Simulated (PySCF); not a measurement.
A geometry optimisation, step by step.

Species: C2H10OSSi2.
SMILES with atom numbers: `[CH3:1][O:2][CH2:3][SiH2:4][S:5][SiH3:6]` (hydrogens: H7, H8, H9 on C1; H10, H11 on C3; H12, H13 on Si4; H14, H15, H16 on Si6)

Computed by this run: PBE0-D3(BJ)/def2-SVP geometry optimisation, gas phase (PySCF 2.14.0); density fitting, grid level 1; the optimiser is geomeTRIC in internal coordinates, started from a GFN2-xTB structure with every atom displaced at random (about 0.01 Å). 5 of its 11 geometries are shown. The frame can shift and turn from step to step; on so coarse a grid that alone can change the energy by a few meV, and forces under 0.02 eV/Å are noise.

Step 0: E = -30848.8298 eV, largest atomic force 1.727 eV/Å
```
atom  x, y, z in Å  |  force x, y, z in eV/Å
C1     -1.518    1.040    0.988   -0.296   0.814  -0.202
O2     -0.630    0.085    0.556    0.297  -0.680  -0.523
C3     -1.035   -0.585   -0.632    1.436  -0.289   0.865
Si4     0.415   -1.829   -0.979   -1.278   1.135   0.245
S5      2.214   -0.776   -1.103    0.782   0.510  -0.045
Si6     2.056    0.829    0.370    0.178  -1.161  -0.459
H7     -2.501    0.613    1.215   -0.311  -0.164   0.211
H8     -1.107    1.524    1.877    0.058  -0.004   0.311
H9     -1.684    1.843    0.237    0.065  -0.101  -0.042
H10    -1.980   -1.088   -0.459   -0.690  -0.444  -0.024
H11    -1.161    0.133   -1.434   -0.115   0.445  -0.700
H12     0.192   -2.450   -2.272   -0.074  -0.491  -0.662
H13     0.388   -2.785    0.109    0.035  -0.662   0.569
H14     1.684    0.273    1.671   -0.059   0.055   0.502
H15     1.205    1.870   -0.155   -0.524   0.783  -0.136
H16     3.444    1.300    0.381    0.498   0.254   0.088
```

Step 2: E = -30849.0382 eV, largest atomic force 0.115 eV/Å
```
atom  x, y, z in Å  |  force x, y, z in eV/Å
C1     -1.491    1.579    1.037    0.033  -0.028  -0.014
O2     -0.605    0.569    0.652   -0.044   0.010   0.022
C3     -0.966   -0.103   -0.524   -0.038  -0.026  -0.020
Si4     0.430   -1.335   -0.850    0.049  -0.020  -0.015
S5      2.291   -0.285   -1.074   -0.031  -0.042  -0.018
Si6     2.289    1.214    0.477   -0.094   0.066   0.007
H7     -2.494    1.171    1.265   -0.002   0.011  -0.003
H8     -1.085    2.052    1.942   -0.009   0.011   0.004
H9     -1.597    2.348    0.248   -0.002   0.010   0.009
H10    -1.937   -0.633   -0.414    0.019   0.021   0.011
H11    -1.080    0.597   -1.379    0.026  -0.011   0.012
H12     0.211   -2.058   -2.137   -0.005   0.015  -0.008
H13     0.476   -2.326    0.265    0.018   0.024   0.022
H14     1.975    0.683    1.832    0.018  -0.049  -0.011
H15     1.404    2.372    0.157    0.052   0.006  -0.011
H16     3.704    1.689    0.450    0.011   0.002   0.013
```

Step 5: E = -30849.0440 eV, largest atomic force 0.050 eV/Å
```
atom  x, y, z in Å  |  force x, y, z in eV/Å
C1     -1.495    1.610    1.006   -0.009   0.009   0.011
O2     -0.624    0.573    0.665    0.015  -0.011   0.003
C3     -0.984   -0.130   -0.495    0.018   0.010   0.005
Si4     0.440   -1.327   -0.843   -0.029   0.009   0.017
S5      2.251   -0.222   -1.149    0.003   0.027  -0.017
Si6     2.287    1.199    0.479    0.043  -0.022  -0.014
H7     -2.516    1.233    1.208    0.002   0.001  -0.001
H8     -1.108    2.087    1.917    0.001  -0.001  -0.002
H9     -1.558    2.371    0.205    0.002   0.001  -0.009
H10    -1.943   -0.673   -0.362   -0.004  -0.005  -0.015
H11    -1.115    0.553   -1.361   -0.003  -0.007   0.002
H12     0.191   -2.068   -2.114    0.007  -0.014   0.008
H13     0.570   -2.288    0.291   -0.005   0.002   0.000
H14     1.991    0.563    1.792   -0.024   0.012   0.008
H15     1.429    2.393    0.235   -0.013  -0.005   0.003
H16     3.709    1.659    0.473   -0.004  -0.007   0.001
```

Step 8: E = -30849.0475 eV, largest atomic force under 0.02 eV/Å
```
atom  x, y, z in Å  |  force x, y, z in eV/Å
C1     -1.515    1.654    0.970    0.007  -0.007  -0.001
O2     -0.646    0.605    0.662    0.001   0.009   0.003
C3     -1.005   -0.129   -0.478   -0.005  -0.001  -0.009
Si4     0.432   -1.313   -0.813    0.004  -0.007  -0.006
S5      2.209   -0.184   -1.224    0.000  -0.005   0.009
Si6     2.333    1.151    0.470   -0.012   0.007  -0.004
H7     -2.540    1.287    1.171   -0.002   0.001   0.001
H8     -1.135    2.150    1.874    0.001   0.005  -0.002
H9     -1.566    2.397    0.151   -0.001   0.000  -0.001
H10    -1.957   -0.681   -0.327   -0.001   0.000   0.004
H11    -1.151    0.529   -1.359    0.002   0.004  -0.001
H12     0.167   -2.119   -2.040   -0.002   0.000   0.001
H13     0.617   -2.216    0.361   -0.001   0.004   0.006
H14     1.994    0.466    1.749    0.004  -0.006  -0.002
H15     1.516    2.385    0.289    0.003  -0.002   0.002
H16     3.771    1.552    0.490    0.002  -0.002   0.002
```

Step 10: E = -30849.0481 eV, largest atomic force under 0.02 eV/Å
```
atom  x, y, z in Å  |  force x, y, z in eV/Å
C1     -1.517    1.681    0.948    0.003   0.007  -0.004
O2     -0.647    0.631    0.646   -0.002   0.001   0.001
C3     -1.014   -0.121   -0.479    0.002  -0.005  -0.002
Si4     0.421   -1.311   -0.798    0.007  -0.005   0.003
S5      2.194   -0.188   -1.238   -0.004  -0.001   0.001
Si6     2.349    1.119    0.475   -0.002  -0.005   0.009
H7     -2.535    1.312    1.176   -0.002   0.000   0.001
H8     -1.123    2.200    1.833    0.000   0.001   0.000
H9     -1.588    2.406    0.114    0.000  -0.002   0.002
H10    -1.966   -0.669   -0.315   -0.003   0.002   0.007
H11    -1.163    0.523   -1.370   -0.002   0.003  -0.007
H12     0.151   -2.146   -2.004   -0.002   0.003  -0.002
H13     0.614   -2.182    0.399   -0.002  -0.004  -0.002
H14     1.999    0.414    1.739    0.001   0.000  -0.002
H15     1.555    2.371    0.320    0.004   0.002  -0.004
H16     3.795    1.492    0.501    0.000   0.003   0.001
```

**Question.** Summarise the path.

**Answer.** The energy falls by 0.2183 eV from step 0 to step 10; nine tenths of that is first reached at step 1. It falls at every step. The largest force goes from 1.727 to under 0.02 eV/Å. Among the bonds Si4–S5 changes most, from 2.089 to 2.145 Å; the atoms move by 0.241 Å rms after alignment.

**Question.** Follow the three bonds and two angles with the largest change from start to end.

**Answer.** 
```json
{"step": "0", "E above end (eV)": "0.2183", "largest force (eV/Å)": "1.727", "Si4–S5 (Å)": "2.089", "C3–Si4 (Å)": "1.942", "Si6–H15 (Å)": "1.443", "H14–Si6–H15 (°)": "116.6", "S5–Si6–H15 (°)": "109.1"}
{"step": "1", "E above end (eV)": "0.0209", "largest force (eV/Å)": "0.279", "Si4–S5 (Å)": "2.153", "C3–Si4 (Å)": "1.899", "Si6–H15 (Å)": "1.493", "H14–Si6–H15 (°)": "108.8", "S5–Si6–H15 (°)": "111.8"}
{"step": "2", "E above end (eV)": "0.0099", "largest force (eV/Å)": "0.115", "Si4–S5 (Å)": "2.148", "C3–Si4 (Å)": "1.891", "Si6–H15 (Å)": "1.492", "H14–Si6–H15 (°)": "110.3", "S5–Si6–H15 (°)": "112.7"}
{"step": "3", "E above end (eV)": "0.0067", "largest force (eV/Å)": "0.069", "Si4–S5 (Å)": "2.145", "C3–Si4 (Å)": "1.890", "Si6–H15 (Å)": "1.490", "H14–Si6–H15 (°)": "111.4", "S5–Si6–H15 (°)": "113.4"}
{"step": "4", "E above end (eV)": "0.0055", "largest force (eV/Å)": "0.063", "Si4–S5 (Å)": "2.143", "C3–Si4 (Å)": "1.892", "Si6–H15 (Å)": "1.490", "H14–Si6–H15 (°)": "111.8", "S5–Si6–H15 (°)": "113.4"}
{"step": "5", "E above end (eV)": "0.0041", "largest force (eV/Å)": "0.050", "Si4–S5 (Å)": "2.143", "C3–Si4 (Å)": "1.893", "Si6–H15 (Å)": "1.490", "H14–Si6–H15 (°)": "111.8", "S5–Si6–H15 (°)": "113.2"}
{"step": "6", "E above end (eV)": "0.0024", "largest force (eV/Å)": "0.036", "Si4–S5 (Å)": "2.144", "C3–Si4 (Å)": "1.893", "Si6–H15 (Å)": "1.491", "H14–Si6–H15 (°)": "111.5", "S5–Si6–H15 (°)": "112.7"}
{"step": "7", "E above end (eV)": "0.0013", "largest force (eV/Å)": "0.024", "Si4–S5 (Å)": "2.145", "C3–Si4 (Å)": "1.892", "Si6–H15 (Å)": "1.491", "H14–Si6–H15 (°)": "111.3", "S5–Si6–H15 (°)": "112.6"}
{"step": "8", "E above end (eV)": "0.0006", "largest force (eV/Å)": "under 0.02", "Si4–S5 (Å)": "2.145", "C3–Si4 (Å)": "1.892", "Si6–H15 (Å)": "1.491", "H14–Si6–H15 (°)": "111.1", "S5–Si6–H15 (°)": "112.6"}
{"step": "9", "E above end (eV)": "0.0002", "largest force (eV/Å)": "under 0.02", "Si4–S5 (Å)": "2.145", "C3–Si4 (Å)": "1.891", "Si6–H15 (Å)": "1.491", "H14–Si6–H15 (°)": "111.1", "S5–Si6–H15 (°)": "112.7"}
{"step": "10", "E above end (eV)": "0.0000", "largest force (eV/Å)": "under 0.02", "Si4–S5 (Å)": "2.145", "C3–Si4 (Å)": "1.892", "Si6–H15 (Å)": "1.490", "H14–Si6–H15 (°)": "111.1", "S5–Si6–H15 (°)": "112.8"}
```

The cost below is that of the whole optimisation. Time: 3.0 min; peak memory 0.58 GiB. Hardware: one thread, Arm Neoverse N1 (aarch64), shared host.
